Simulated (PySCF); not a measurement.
Cr(OH) (CrHO), SMILES [OH][Cr] (connectivity only; charge and spin as stated), neutral, multiplicity 6.

The structure is a stationary point at PBE-D3(BJ)/def2-TZVP. The multiplicity is an assumed one; other spin states were not compared.

Two levels are set side by side: PBE/def2-TZVPD (PySCF) and B3LYP/def2-TZVPD (PySCF). Same geometry, gas phase. Differences are taken from unrounded values.

| quantity | PBE |
|---|---|
| α-spin orbital gap (eV) | 1.24 |
| β-spin orbital gap (eV) | 4.51 |
| dipole moment (D) | 2.48 |
| mean polarisability (bohr³) | 58.4 |

These are the PBE values. What does B3LYP give? (An estimate is asked for; the answer gives what the named calculation found.)


```
quantity                     B3LYP  PBE minus B3LYP
---------------------------  -----  ---------------
α-spin orbital gap (eV)       3.13            -1.89
β-spin orbital gap (eV)       5.53            -1.02
dipole moment (D)             2.97            -0.49
mean polarisability (bohr³)   57.0              1.3
```

Rough cost on one machine, each run with all the roots and properties that it gave: B3LYP against PBE about 1/2.
